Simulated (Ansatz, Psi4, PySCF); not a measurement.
tin monoxide (OSn), singlet, at a GFN2-xTB geometry (such geometries of metal compounds can be far from the true shape) (core potentials on Sn). Base run: B97M-V/def2-SVP (PySCF).

The PySCF input:
```python
from pyscf import gto, scf, dft

mol = gto.Mole()
mol.atom = '''
    Sn   -0.00000000   -0.00000000   -0.24879316
    O     0.00000000    0.00000000    1.55495727
'''
mol.basis = 'def2-svp'
mol.ecp = {'Sn': 'def2-svp'}
mol.verbose = 4
mol.build()

mf = dft.RKS(mol)
mf.xc = 'b97m_v'
mf.kernel()
```

The same geometry, method and basis name were run in Ansatz (a quantum-chemistry and plane-wave program) and Psi4 and PySCF, at each program's defaults and at the settings that a row names. The base is PySCF at its defaults. Differences at the defaults can come from grids, fitting, cores and function types together.

| code and settings | ΔE vs base (mEh) | basis functions | E (Eh) | SCF cycles | dipole (D) |
|---|---|---|---|---|---|
| PySCF, defaults (exact integrals, its default grid, spherical functions) | 0.000 | 40 | -289.41180 | 10 | 3.72 |
| Psi4, defaults (density fitting with its default set, its default grid, spherical functions) | 0.278 | 40 | -289.41153 | 10 | 3.72 |
| Ansatz, defaults (factorised integrals, its default grid, spherical functions) | 0.004 | 40 | -289.41180 | - | - |
| PySCF, density fitting with def2-universal-jkfit | -0.024 | 40 | -289.41183 | 10 | 3.72 |
| PySCF, fine grid | 0.004 | 40 | -289.41180 | 10 | 3.72 |
| Psi4, exact integrals, spherical functions, fine grid | -0.018 | 40 | -289.41182 | 12 | 3.72 |
| Ansatz, high accuracy | 0.005 | 40 | -289.41180 | - | - |
